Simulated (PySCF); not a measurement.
C5H9F, SMILES C[C@H](F)C1CC1. Geometry optimised at PBE-D3(BJ)/def2-SVP. The structure was generated by enumeration; whether it is a known compound was not checked. Other conformers were not sampled.

Method: PySCF with PBE-D3(BJ)/def2-SVP.

Harmonic wavenumbers (cm⁻¹): 85, 190, 235, 285, 343, 469, 486, 740, 797, 808, 881, 932, 945, 964, 1012, 1023, 1079, 1083, 1106, 1138, 1186, 1197, 1270, 1307, 1342, 1379, 1388, 1407, 1419, 1456, 2932, 2979, 3060, 3065, 3073, 3076, 3080, 3150, 3161. Rotational constants (GHz): 6.061, 2.565, 1.984; symmetry number 1.

Work out the zero-point energy and the ideal-gas rigid-rotor harmonic-oscillator thermochemistry at 298.15 K and 1 atm.

ZPE = ½ Σ hcν = ½ × 55526 cm⁻¹ = 79.38 kcal/mol. H − E(el) = 84.17 kcal/mol. Entropy in cal/(mol K): translation 39.34, rotation 26.75, vibration 13.83, total 79.92. G − E(el) = 60.34 kcal/mol. Cp = 26.54 cal/(mol K). Modes under 150 cm⁻¹ make the vibrational entropy uncertain.
